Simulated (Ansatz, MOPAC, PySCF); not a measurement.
Noncovalent pair: CH4 (SMILES C) (first 5 atoms) with CH3F (SMILES CF); geometry from B3LYP-D3(BJ)/def2-TZVP, rigid monomers moved along the line of their centres of mass till H2···F7 is 2.34 Å.
(charge 0, multiplicity 1):
```json
[
 {"atom": "C", "x (Å)": "0.0092", "y (Å)": "-0.0672", "z (Å)": "0.1910"},
 {"atom": "H", "x (Å)": "-0.3587", "y (Å)": "0.6129", "z (Å)": "0.9573"},
 {"atom": "H", "x (Å)": "-0.4365", "y (Å)": "-1.0518", "z (Å)": "0.3306"},
 {"atom": "H", "x (Å)": "-0.2591", "y (Å)": "0.3117", "z (Å)": "-0.7943"},
 {"atom": "H", "x (Å)": "1.0937", "y (Å)": "-0.1463", "z (Å)": "0.2622"},
 {"atom": "C", "x (Å)": "0.1296", "y (Å)": "-0.0881", "z (Å)": "3.7324"},
 {"atom": "F", "x (Å)": "-0.5123", "y (Å)": "1.0469", "z (Å)": "3.2487"},
 {"atom": "H", "x (Å)": "0.9788", "y (Å)": "0.2231", "z (Å)": "4.3420"},
 {"atom": "H", "x (Å)": "-0.5773", "y (Å)": "-0.6601", "z (Å)": "4.3347"},
 {"atom": "H", "x (Å)": "0.4715", "y (Å)": "-0.6838", "z (Å)": "2.8856"}
]
```

Monomers are frozen at their geometry in the pair; levels with a basis set take the counterpoise correction.

Rows in 6-31G* carry no dispersion term and start afresh at each structure (6-31G* with six Cartesian d functions). The state that PM7 reach isn't checked; PM7 holds dispersion and hydrogen-bond terms.

Run with Ansatz (a quantum-chemistry and plane-wave program); MOPAC for PM7 (differences of heats of formation); PySCF for 6-31G* rows, the dispersion terms. Values without a source in brackets are computed.

**Question.** One of these levels gives -0.28 kcal/mol for the interaction energy. Name it.
A) PM7
B) HF/6-31G*
C) r2SCAN-D3(BJ)/def2-TZVPPD
D) r2SCAN/def2-TZVPPD

**Answer.** D, r2SCAN/def2-TZVPPD. The others give 0.71 (PM7), 1.24 (HF/6-31G*), -0.59 (r2SCAN-D3(BJ)/def2-TZVPPD)
